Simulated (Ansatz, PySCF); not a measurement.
Gas-phase reaction in SMILES: C=CCO + 2 C (CH4) → C=C (C2H4) + CC (C2H6) [ethane] + CO (CH4O)
Geometries: B3LYP-D3(BJ)/def2-TZVP minima from Ansatz (a program for electronic structure), one conformer each, not searched for the lowest.

Quantity: bond separation energy (0 K, with B3LYP-D3(BJ) harmonic zero-point energies from PySCF), in kcal/mol. Cores are frozen in the correlated levels unless marked. No spin-orbit coupling. No relativistic terms. Basis-set limits of correlation are two-point, X^-3; Hartree-Fock from the larger set. The bracket is a focal-point correction in the basis named.

```csv
level,program,bond separation energy (kcal/mol),minus last row
HF/STO-3G,Ansatz,7.9,-2.7
HF/cc-pVDZ,Ansatz,8.8,-1.8
BLYP/def2-TZVPD,Ansatz,9.9,-0.7
revPBE-D4/def2-TZVPD,Ansatz + dftd4,11.1,0.5
PBE0/STO-3G,Ansatz,9.6,-1.0
PBE0/def2-SVP,Ansatz,10.9,0.3
PBE0/def2-TZVP,Ansatz,10.5,-0.1
TPSSh/def2-TZVPD,PySCF,9.6,-1.0
B2GP-PLYP/def2-TZVPD,Ansatz,10.4,-0.2
PBE-QIDH/def2-TZVPD,Ansatz,10.6,0.0
MP2/STO-3G,Ansatz,8.7,-1.9
MP2/aug-cc-pVTZ,Ansatz,11.3,0.7
MP2/cc-pwCVTZ,Ansatz,11.5,0.9
SCS-MP2/6-31G,Ansatz,10.9,0.3
CCSD/6-31G,Ansatz,10.2,-0.4
CCSD/aug-cc-pVTZ,Ansatz,9.9,-0.7
CCSD(T)/6-31G,Ansatz,10.6,0.0
CCSD(T)/aug-cc-pVDZ,Ansatz,10.3,-0.3
CCSD(T)/cc-pVDZ,Ansatz,10.3,-0.3
CCSD(T)/cc-pwCVTZ,Ansatz,10.7,0.1
"RI-MP2/CBS(cc-pVTZ,cc-pVQZ)+[CCSD(T)-MP2]/cc-pVTZ",Ansatz,10.6,0.0
```
